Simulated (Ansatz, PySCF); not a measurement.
Energy landscape of O₂Se, singlet: symmetric bend, bond length relaxed. Scanned: O-Se-O angle. Other coordinates (Se-O bond length) were minimised at B3LYP/def2-TZVP. Each profile is relative to its own lowest point.

```csv
a / °,A,B,C
167,82.2,47.0,59.4
157,58.2,35.1,43.6
147,36.3,22.3,27.6
137,18.5,11.2,14.1
127,6.0,3.4,4.6
117,0.0,0.0,0.0
107,1.5,1.9,1.4
97,12.1,10.3,10.3
87,34.6,26.3,28.6
80,59.5,43.3,48.8
```

Energies in kcal/mol.

**Question.** Which curve belongs to which method? The methods are CCSD on RHF/aug-cc-pVQZ, cores with 3d frozen in Ansatz (a program for electronic structure); CCSDT on RHF/cc-pVDZ, cores with 3d frozen in Ansatz; RHF/def2-TZVP run with PySCF.

**Answer.** A is RHF; B is CCSDT/cc-pVDZ; C is CCSD/aug-cc-pVQZ.

The T1 diagnostic of CCSDT/cc-pVDZ reaches 0.06. The T1 diagnostic of CCSD/aug-cc-pVQZ reaches 0.05.
